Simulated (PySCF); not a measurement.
Computed shifts of a molecule ClF₂H₃Si₂, HF/pcSseg-1 run with PySCF, GIAO, gas phase, equivalent atoms averaged, in ppm (number of nuclei): ¹⁹F: -93.9 (2). ²⁹Si: -12.1 (1), -92.9 (1). ¹H: 3.93 (3). References: ¹⁹F against CFCl3 (σ = 238.5 ppm); ²⁹Si against TMS (σ = 393.8 ppm); ³⁵Cl against HCl (σ = 958.2 ppm); ¹H against TMS (σ = 31.99 ppm), references at their B3LYP-D3(BJ)/def2-TZVP geometries, non-relativistic (without spin–orbit terms, shifts of atoms bonded to Cl or Br come out too high). Coordinates come from a PBE-D3(BJ)/def2-SVP optimisation. One conformer was computed; it need not be the lowest.

Problem. Identify the compound among the candidates.
(A) F[Si](F)([SiH3])Cl
(B) F[SiH2][Si@H](F)Cl
(C) F[SiH](F)[SiH2]Cl

Solution. A, F[Si](F)([SiH3])Cl
